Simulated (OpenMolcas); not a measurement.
## CHBrF2 (bromodifluoromethane): a line through the functionals

The species is CHBrF2 (5 atoms), meant as a singlet with charge 0. As SMILES, `FC(F)Br`. The coordinates come from a PBE0-D4/def2-TZVP relaxation.

The dipole moment y, in D, basis aug-cc-pVDZ; a is the functional's share of exact exchange. Programs: OpenMolcas 26.06.

| functional | program | a | y (D) |
| --- | --- | --- | --- |
| PBE | OpenMolcas | 0 | 1.31 |
| r2SCAN | OpenMolcas | 0 | 1.37 |
| B3LYP | OpenMolcas | 0.2 | 1.38 |
| PBE0 | OpenMolcas | 0.25 | ? |
| BHLYP | OpenMolcas | 0.5 | 1.47 |

Task: Fit y = c + s·a to the known rows and predict PBE0.

Result: 
1. Means of the 4 rows: a = 0.1750, y = 1.383.
2. Σ(Δa)² = 0.1675, Σ(Δa·Δy) = 0.04325, so the slope is 0.04325/0.1675 = 0.25821.
3. Intercept: 1.383 − (0.25821) × 0.1750 = 1.338. The largest residual of the fit is 0.032.
4. PBE0: 1.338 + (0.25821) × 0.25 = 1.40 D.

The run gave 1.38 D, so the prediction is off by +0.02 D, within the scatter of the fit. More exact exchange makes the molecule more polar here. The rows mix families of semi-local functionals, which the line can't see. The measured value is 1.50 D (NIST CCCBDB); in this basis the line meets it at a = 0.63.
